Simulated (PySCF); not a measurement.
FGeH₆NSi, SMILES F[SiH2][NH][GeH3]. Atoms are numbered in the order given.

```xyz
10

Si     1.7212    -0.4471     0.1221
F      2.1326    -0.7024    -1.4384
N      0.3979     0.6334     0.2973
Ge    -1.4146     0.2428     0.2136
H      2.9221     0.1385     0.7709
H      1.3334    -1.7688     0.6717
H      0.6174     1.6273     0.2753
H     -2.0231     0.7092    -1.1268
H     -2.1344     0.9572     1.3762
H     -1.5228    -1.2850     0.3525
```

Geometry optimised at B3LYP-D3(BJ)/def2-SVP. This is a generated structure with no PubChem entry under its InChIKey; it may be hypothetical. The values are those of a single conformer.

The numbers are results of TDA-PBE/def2-SVPD in PySCF, not measurements.

Vertical excitations. The molecule is in vacuum.

| state | energy (eV) | λ (nm) | f | main pairs |
|---|---|---|---|---|
| S1 | 5.76 | 215 | 0.006 | HOMO→LUMO 96 % |
| S2 | 6.22 | 199 | 0.022 | HOMO→LUMO+1 95 % |
| S3 | 6.81 | 182 | 0.056 | HOMO→LUMO+2 79 %, HOMO→LUMO+3 15 % |
| S4 | 7.04 | 176 | 0.011 | HOMO→LUMO+3 75 %, HOMO→LUMO+2 13 % |
| S5 | 7.07 | 175 | 0.001 | HOMO−1→LUMO 91 % |
| S6 | 7.16 | 173 | 0.061 | HOMO→LUMO+4 91 % |
| S7 | 7.28 | 170 | 0.008 | HOMO→LUMO+5 95 % |
| S8 | 7.51 | 165 | 0.005 | HOMO→LUMO+6 94 % |
| S9 | 7.57 | 164 | 0.055 | HOMO−1→LUMO+1 91 % |
| S10 | 7.66 | 162 | 0.006 | HOMO→LUMO+7 94 % |
| T1 | 5.43 | 228 | 0 | HOMO→LUMO 99 % |
| T2 | 5.94 | 209 | 0 | HOMO→LUMO+1 98 % |
| T3 | 6.25 | 198 | 0 | HOMO→LUMO+2 98 % |
| T4 | 6.82 | 182 | 0 | HOMO→LUMO+3 94 % |
Triplets are in the Tamm–Dancoff approximation.
